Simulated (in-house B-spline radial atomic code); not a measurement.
Results of a calculation; reference values are marked as such.
## Correlation energy from the adiabatic connection: −Z/r, Z = 1.5

Two electrons in a singlet, external potential −Z/r, Z = 1.5 (atomic units). Full CI in B-splines (partial waves to l = 8, correlation up to 0.6 % small) with the density held fixed gives W(λ) = <V_ee>_λ − U, and E_c is the integral of W(λ) − W(0) from 0 to 1.

```
   λ  W(λ) − W(0) (hartree)
   0                0.00000
0.02               -0.00198
0.05               -0.00490
0.12               -0.01150
0.25               -0.02301
 0.4               -0.03518
 0.6               -0.04980
 0.8               -0.06283
   1               -0.07452
```

(1) Integrate the table by the trapezoid rule.

(2) Now use only three numbers: W(0) = -0.70957, the initial slope W'(0) = -0.09968 (extrapolated from the first points) and the strong-coupling limit of the point-charge-plus-continuum model, W∞ = -1.0164. What do second-order theory and the interpolation W(λ) = W∞ + (W(0) − W∞)/√(1 + 2χλ) of Seidl, Perdew and Levy give?

Answers

(1) The strips give -0.00002, -0.00010, -0.00057, -0.00224, -0.00436, -0.00850, -0.01126, -0.01373, which sum to -0.04080 hartree. The direct value, W(1) − W(0) + T_c with T_c = 0.03362, is -0.04090; the curve is convex, so chords lie above it and the trapezoids fall short in size by 0.24 %.

(2) Second order keeps the slope alone: E_c = W'(0)/2 = -0.04984, +22 % in size against -0.04090. Matching the slope fixes χ = W'(0)/(W∞ − W(0)) = -0.09968/(-0.30683) = 0.32487. Integrating, with s = √(1 + 2χ) = 1.284422, E_c = −(W(0) − W∞)(s − 1)/(s + 1) = −0.30683 × 0.284422/2.284422 = -0.03820 hartree, -6.6 % in size against the full result. At λ = 1 the formula gives W − W(0) = -0.06794 against -0.07452. Part of the miss can come from the model's W∞.
